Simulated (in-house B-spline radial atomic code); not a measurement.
Cd. Computed with a B-spline radial atomic code. Model: non-relativistic spherical atom: semilocal Troullier-Martins pseudo-atom, one channel per l, against all electrons, high spin, G0W0 and RPA with empty states to l = 8, local potential for every l without a channel, a model core (radius 0 = none) keeps its share of the functional.

Without relativity these are model numbers for so heavy an element.

What the tables leave out is listed at the end.

The pseudopotential gives back the lowest level of each angular momentum of its own functional in the configuration it was made in; a second state of the same l is only approximately right. Exact exchange, RPA and GW see the smooth pseudo-orbitals and miss the exchange with the core, for which the functional's share stands in. The column with an uncorrelated core keeps all orbitals and exact exchange, and so separates missing core correlation from pseudisation. Only the three outermost levels and the lowest empty one were computed. RPA here is direct RPA, with no exchange kernel, and its energies carry an (l + 1/2)⁻⁴ tail. A hybrid on a potential with a model core restores only its own semilocal share of the core's exchange.

Command:
```bash
python run_psgw.py task.json out
```
Settings (lengths in bohr, energies in hartree):
```
Z                      48
electrons              48
configuration          [Kr] 4d10 5s2
generated_in           [Kr] 4d10 5s2
functional             pbe,pbe
core_shells            7
radius_factor          0.8
core_correction        False
ion_configuration      [Kr] 4d10 5s1
```

Cost of the run: 48 s on 1 thread of Intel(R) Xeon(R) Platinum 8488C (Sapphire Rapids) (shared host).

Given: made with PBE; model core radius 0 bohr; local radius 0.879 bohr; mean-field start PBE.

Valence shells of the generating configuration: 4p, 4d, 5s.

Channel: s 1.952, p 0.69, d 0.778 (radii in bohr).

Computed: largest level miss in the spin-unpolarised generating configuration 0.007 eV; valence RPA correlation energy pseudo -1.3879 hartree; all-electron RPA polarisability, core included 44.319 bohr³; ionisation by mean-field all-electron 8.5068 eV; ionisation by mean-field pseudo minus all -0.001 eV; ionisation by RPA all-electron 8.8345 eV; ionisation by RPA pseudo minus all 0.634 eV.

```csv
level,occupied,mean-field all-electron (eV),mean-field pseudo minus all (eV),G0W0 all-electron (eV),G0W0 uncorrelated core minus all (eV),G0W0 pseudo minus all (eV),exchange self-energy all-electron (eV),exchange self-energy pseudo (eV)
5s,1,-5.2787,0,-8.4767,-0.012,-0.59,-10.99,-11.25
```

What is the valence RPA correlation energy all-electron orbitals?

-1.1557 hartree.

What is the pseudo-atom RPA polarisability?

44.459 bohr³.

Given: mean-field start PBE0.

Computed: valence RPA correlation energy all-electron orbitals -1.0936 hartree; all-electron RPA polarisability, core included 39.588 bohr³; pseudo-atom RPA polarisability 36.561 bohr³; ionisation by mean-field all-electron 8.2504 eV; ionisation by RPA all-electron 8.6607 eV; ionisation by RPA pseudo minus all 0.679 eV.

```json
{"level": "5s", "occupied": "1", "mean-field all-electron (eV)": "-5.9494", "mean-field pseudo minus all (eV)": "-0.193", "G0W0 all-electron (eV)": "-8.536", "G0W0 uncorrelated core minus all (eV)": "-0.011", "G0W0 pseudo minus all (eV)": "-0.711", "exchange self-energy all-electron (eV)": "-10.783", "exchange self-energy pseudo (eV)": "-11.645"}
```

What is the ionisation by mean-field pseudo minus all?

0.256 eV.

What is the valence RPA correlation energy pseudo?

-1.3224 hartree.

Given: mean-field start Hartree-Fock.

Computed: valence RPA correlation energy all-electron orbitals -0.94668 hartree; all-electron RPA polarisability, core included 34.711 bohr³; pseudo-atom RPA polarisability 24.16 bohr³; ionisation by mean-field all-electron 6.9121 eV; ionisation by mean-field pseudo minus all 1.052 eV; ionisation by RPA pseudo minus all 0.791 eV.

| level | occupied | mean-field all-electron (eV) | mean-field pseudo minus all (eV) | G0W0 all-electron (eV) | G0W0 uncorrelated core minus all (eV) | G0W0 pseudo minus all (eV) | exchange self-energy all-electron (eV) | exchange self-energy pseudo (eV) |
| --- | --- | --- | --- | --- | --- | --- | --- | --- |
| 5s | 1 | -7.2071 | -1.138 | -8.4486 | -0.007 | -0.679 | -9.8946 | -12.882 |

What is the valence RPA correlation energy pseudo?

-1.1657 hartree.

What is the ionisation by RPA all-electron?

8.2428 eV.

Among the listed levels the largest G0W0 shift of the pseudo-atom is -0.71 eV, for 5s on the PBE0 start, while leaving the core uncorrelated moves that level by -0.01 eV. So pseudisation and the lost core exchange, not the missing core correlation, make the error. Not in the tables (levels of low weight, unsolved or above zero; the highest and the empty levels are kept at any weight): on PBE the G0W0 levels 4d (pseudo minus all +0.39 eV, weights 0.43 and 0.40), 4p (pseudo minus all +0.27 eV, weights 0.24 and 0.11), 5p (pseudo minus all +0.03 eV, weights 0.90 and 0.90); on PBE0 the G0W0 levels 4d (pseudo minus all +0.64 eV, weights 0.71 and 0.41), 4p (pseudo minus all +1.49 eV, weights 0.21 and 0.06), 5p (pseudo minus all +0.10 eV, weights 0.94 and 0.93); on Hartree-Fock the G0W0 levels 4d (pseudo minus all +1.76 eV, weights 1.19 and 0.59), 4p (pseudo minus all +3.89 eV, weights 0.46 and 0.34).
